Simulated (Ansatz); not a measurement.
A geometry relaxed with PBE0-D4/def2-TZVP run with Ansatz (a quantum-chemistry and plane-wave program), charge 0, multiplicity 2:

```xyz
3

B     -0.0004     0.5658     0.0000
Br     1.6752    -0.2817     0.0000
Br    -1.6748    -0.2841     0.0000
```

### Question
Write the SMILES of this molecule.

### Answer
`Br[B]Br`
